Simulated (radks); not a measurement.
Sn12+, configuration [Kr] 5s2 (not the ground configuration). Calculated with a radial shooting solver on a logarithmic mesh with Libxc functionals: scalar-relativistic Kohn-Sham, PBE, spin-polarised, spherical densities, finite nucleus; Fermi nuclear charge, rms radius 4.6519 fm.

Unscreened Slater integrals over Kohn-Sham orbitals (eV). They are taken over the spin-up orbitals. Empty in this configuration: 4d.

\begin{tabular}{lr}
integral & value \\ \hline
F0(5s,5s) & 16.656 \\
F0(5s,4p) & 20.031 \\
G1(5s,4p) & 1.9473 \\
F0(5s,4s) & 20.205 \\
G0(5s,4s) & 1.3943 \\
F0(5s,3d) & 22.577 \\
G2(5s,3d) & 0.95884 \\
F0(5s,4d) & 19.744 \\
G2(5s,4d) & 2.5302 \\
F0(4p,4p) & 30.598 \\
F2(4p,4p) & 16.185 \\
F0(4p,4s) & 31.285 \\
G1(4p,4s) & 21.394 \\
F0(4p,3d) & 39.121 \\
F2(4p,3d) & 10.250 \\
G1(4p,3d) & 3.3434 \\
G3(4p,3d) & 3.3036 \\
F0(4p,4d) & 29.474 \\
F2(4p,4d) & 15.294 \\
G1(4p,4d) & 19.402 \\
G3(4p,4d) & 12.244 \\
F0(4s,4s) & 32.037 \\
F0(4s,3d) & 40.502 \\
G2(4s,3d) & 3.5575 \\
F0(4s,4d) & 30.083 \\
G2(4s,4d) & 15.086 \\
F0(3d,3d) & 79.312 \\
F2(3d,3d) & 39.745 \\
F4(3d,3d) & 25.410 \\
F0(3d,4d) & 37.231 \\
F2(3d,4d) & 9.3938 \\
F4(3d,4d) & 4.4905 \\
G0(3d,4d) & 3.1154 \\
G2(3d,4d) & 3.7406 \\
G4(3d,4d) & 2.8843 \\
F0(4d,4d) & 28.502 \\
F2(4d,4d) & 14.707 \\
F4(4d,4d) & 9.9487 \\
\end{tabular}
